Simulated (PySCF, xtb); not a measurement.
C5H9N, SMILES C=CC(N)C=C. Other conformers were not sampled.

Harmonic wavenumbers (cm⁻¹) from GFN2-xTB (xtb) at its own minimum, in rising order: 51, 74, 247, 265, 269, 307, 419, 524, 618, 695, 874, 894, 898, 934, 967, 1016, 1022, 1028, 1096, 1121, 1191, 1237, 1287, 1297, 1321, 1414, 1416, 1560, 1705, 1718, 2939, 3041, 3054, 3095, 3101, 3118, 3125, 3378, 3411.

Problem. What does PBE-D3(BJ)/def2-SVP in PySCF give at its own minimum? (An estimate is asked for; the answer gives what the named calculation found.)

Solution. 72, 106, 232, 258, 280, 316, 414, 514, 623, 709, 823, 867, 891, 902, 936, 983, 988, 1022, 1084, 1112, 1193, 1233, 1262, 1269, 1325, 1376, 1389, 1578, 1656, 1679, 2969, 3048, 3052, 3067, 3072, 3163, 3168, 3380, 3464. Paired by order, the mean absolute difference is 22 cm⁻¹ and the zero-point energies are 79.7 and 79.3 kcal/mol.
